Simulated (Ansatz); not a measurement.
Reaction (redistribution): `C[CH](C)[InH][CH](C)C` + `CC(C)[O][InH][F]` → `C[CH](C)[In]([CH](C)C)[CH](C)C` + `[OH][InH][F]`

Program: Ansatz. Geometries: PBE0-D4/def2-TZVP. ΔE: electronic, gas phase. CCSD(T)/CBS adds triple-zeta CCSD(T) − MP2 to the extrapolated MP2 energy (def2 sets, frozen cores). DFT in def2-TZVPP. B3LYP here is the variant with VWN-RPA as its local correlation; programs differ in this. Elements past krypton have def2 core potentials. For In outer-core shells are correlated without core-valence functions, which leaves a few kJ/mol of doubt a bond. Each species was taken in one conformer, which may not be the lowest.

`C[CH](C)[InH][CH](C)C`:

Z-matrix (Å, degrees):
```
C
C 1 1.521
H 1 1.094 2 111.6
H 1 1.093 2 112.4 3 120.4
H 1 1.099 2 111.2 3 -119.4
In 2 2.189 1 112.9 3 -60.5
C 2 1.526 1 111.4 3 63.4
H 2 1.096 1 108.9 3 -177.6
C 6 2.188 2 120.8 1 -161.7
H 6 1.744 2 119.6 1 20.0
H 7 1.094 2 112.5 1 176.0
H 7 1.095 2 111.9 1 -62.7
H 7 1.098 2 111.0 1 56.0
C 9 1.523 6 112.3 2 -143.2
C 9 1.523 6 112.4 2 -16.4
H 9 1.098 6 103.8 2 100.3
H 14 1.093 9 112.3 6 -55.4
H 14 1.098 9 111.1 6 -175.9
H 14 1.095 9 111.7 6 65.2
H 15 1.095 9 111.7 6 -65.3
H 15 1.093 9 112.4 6 55.3
H 15 1.098 9 111.2 6 175.8
```

`CC(C)[O][InH][F]`:

```xyz
14

C     0.303    1.204    0.939
C     0.465   -0.282    0.671
C     1.357   -0.545   -0.529
O    -0.783   -0.923    0.540
In   -2.066   -0.503   -0.890
F    -3.582   -1.678   -0.557
H    -0.356    1.366    1.794
H     1.264    1.681    1.148
H    -0.129    1.707    0.065
H     0.935   -0.739    1.553
H     2.361   -0.139   -0.379
H     1.442   -1.618   -0.710
H     0.943   -0.071   -1.428
H    -2.154    0.541   -2.218
```

`C[CH](C)[In]([CH](C)C)[CH](C)C`:

Z-matrix (Å, degrees):
```
C
C 1 1.524
H 1 1.095 2 111.8
H 1 1.099 2 111.2 3 119.0
H 1 1.094 2 112.6 3 -121.0
In 2 2.198 1 110.7 3 61.7
C 2 1.523 1 111.0 3 -63.0
H 2 1.095 1 108.5 3 177.8
C 6 2.196 2 120.3 1 -61.2
C 6 2.195 2 118.1 1 115.7
H 7 1.094 2 112.6 1 -176.4
H 7 1.094 2 111.7 1 62.6
H 7 1.099 2 111.1 1 -56.5
C 9 1.521 6 113.7 2 -18.0
C 9 1.525 6 109.4 2 107.0
H 9 1.096 6 105.5 2 -137.1
C 10 1.523 6 110.3 2 -59.7
C 10 1.523 6 110.5 2 63.4
H 10 1.095 6 107.4 2 -178.1
H 14 1.099 9 111.2 6 179.8
H 14 1.095 9 111.7 6 60.6
H 14 1.093 9 112.4 6 -59.9
H 15 1.094 9 112.5 6 57.0
H 15 1.096 9 111.9 6 -64.0
H 15 1.099 9 111.1 6 177.2
H 17 1.095 10 111.7 6 59.5
H 17 1.094 10 112.6 6 -61.4
H 17 1.099 10 111.2 6 178.5
H 18 1.094 10 112.6 6 61.4
H 18 1.099 10 111.2 6 -178.5
H 18 1.095 10 111.7 6 -59.5
```

`[OH][InH][F]`:

Z-matrix (Å, degrees):
```
In
O 1 1.966
F 1 1.944 2 106.4
H 1 1.691 2 134.0 3 -180.0
H 2 0.960 1 113.7 3 180.0
```

```tsv
level	ΔE (kJ/mol)	difference from CCSD(T)/CBS
PBE-D4	-29.0	5.4
r2SCAN-D4	-23.0	11.4
PBE0-D4	-26.7	7.7
B3LYP-D4	-24.4	10.0
ωB97X-V	-20.6	13.8
ωB97M-V	-24.3	10.1
B2PLYP	-27.9	6.5
PBE	-26.0	8.4
r2SCAN	-20.4	14.0
PBE0	-23.3	11.1
B3LYP	-20.9	13.5
HF/def2-TZVPP	-4.7	29.7
MP2/def2-TZVPP	-45.5	-11.1
SCS-MP2/def2-TZVPP	-37.5	-3.1
CCSD/def2-TZVPP	-30.1	4.3
CCSD(T)/def2-TZVPP	-32.9	1.5
HF/def2-QZVPP	-4.8	29.6
MP2/def2-QZVPP	-46.3	-11.9
SCS-MP2/def2-QZVPP	-38.5	-4.1
HF/CBS(def2)	-4.9	29.5
MP2/CBS(def2)	-46.9	-12.5
CCSD/CBS(def2)	-31.6	2.8
CCSD(T)/CBS	-34.4	0
```

Largest T1 diagnostic among the species: 0.017.

The D4 term adds −3.5 kJ/mol with B3LYP and −3.4 kJ/mol with PBE0; it sums over pairs of atoms, weighted by their polarisabilities, and B3LYP, whose exchange is more repulsive, gets the larger term. In def2-TZVPP, CCSD(T) changes the Hartree–Fock value by −28.2 kJ/mol (the triples alone add −2.8 kJ/mol) and MP2 by −40.7 kJ/mol.
